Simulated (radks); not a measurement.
Q: Tc I, 43 electrons, occupied as [Kr] 4d5 5s2 (the NIST ground configuration). Calculated with a radial shooting solver on a logarithmic mesh with Libxc functionals: Dirac Kohn-Sham, Slater X-alpha with alpha = 0.619, spin-unpolarised, spherical densities, point nucleus; open shells are shared between the two j in proportion to 2j + 1. Some entries of the table are withheld. Estimate them.

orbital,occ.,eigenvalue (hartree),<r> (bohr),<r^2> (bohr^2)
1s1/2,2,-764.4075,0.03433,0.001591
2s1/2,2,-108.8563,0.1495,0.02642
2p1/2,2,-100.3910,(1),0.01990
2p3/2,4,-96.06637,(2),0.02126
3s1/2,2,-18.83473,0.4167,0.1991
3p1/2,2,(3),(4),(5)
3p3/2,4,(6),(7),(8)
3d3/2,4,-9.11098,0.3985,0.1908
3d5/2,6,-8.97243,0.4020,0.1941
4s1/2,2,-2.61487,1.060,1.274
4p1/2,2,-1.66550,1.156,(9)
4p3/2,4,-1.55629,1.187,(10)
4d3/2,2,-0.19277,1.754,(11)
4d5/2,3,-0.18258,1.780,(12)
5s1/2,2,-0.14893,3.385,13.26

A: 
(1) 2p1/2 <r> (bohr): 0.1273
(2) 2p3/2 <r> (bohr): 0.1320
(3) 3p1/2 eigenvalue (hartree): -15.58964
(4) 3p1/2 <r> (bohr): 0.4105
(5) 3p1/2 <r^2> (bohr^2): 0.1963
(6) 3p3/2 eigenvalue (hartree): -14.86751
(7) 3p3/2 <r> (bohr): 0.4212
(8) 3p3/2 <r^2> (bohr^2): 0.2065
(9) 4p1/2 <r^2> (bohr^2): 1.534
(10) 4p3/2 <r^2> (bohr^2): 1.619
(11) 4d3/2 <r^2> (bohr^2): 3.824
(12) 4d5/2 <r^2> (bohr^2): 3.946
